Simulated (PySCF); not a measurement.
## C₆ coefficients of unlike pairs at BHandHLYP

Calculated with PySCF 2.14 from the dipole response of each species, C₆(A,B) = (3/π) ∫ α_A(iu) α_B(iu) du, in atomic units, from isotropic polarisabilities. For ions this is the dispersion term alone; charge-induced terms of lower order in 1/R come first.

```csv
species,configuration,basis,relativity,α (bohr³),C₆ (like pair)
Cl³⁺,[Ne] 3s2 3p2 (3P),aug-cc-pwCVQZ (10s9p7d5f3g),none,4.386,11.91
S³⁺,[Ne] 3s2 3p1 (2P),aug-cc-pwCVTZ (8s7p5d3f),none,5.396,14.40
Cu³⁺,[Ar] 3d8 (3F),def2-QZVPPD (11s6p5d4f2g),none,1.487,3.378
Ar³⁺,[Ne] 3s2 3p3 (4S),aug-cc-pV(Q+d)Z (7s6p5d3f2g),none,3.609,9.790
```

Task: Estimate C₆ for Cu³⁺ with Cl³⁺.

Result: The integral gives 5.725. The combination rule 2 C_A C_B / (C_A α_B/α_A + C_B α_A/α_B) gives 5.746 and the geometric mean 6.343.

No spin-orbit coupling is included.

The other pairs:

| pair | C₆ |
| --- | --- |
| Cu³⁺, S³⁺ | 6.007 |
| Ar³⁺, S³⁺ | 11.64 |
| Ar³⁺, Cl³⁺ | 10.75 |
| S³⁺, Cl³⁺ | 13.02 |
| Ar³⁺, Cu³⁺ | 5.367 |
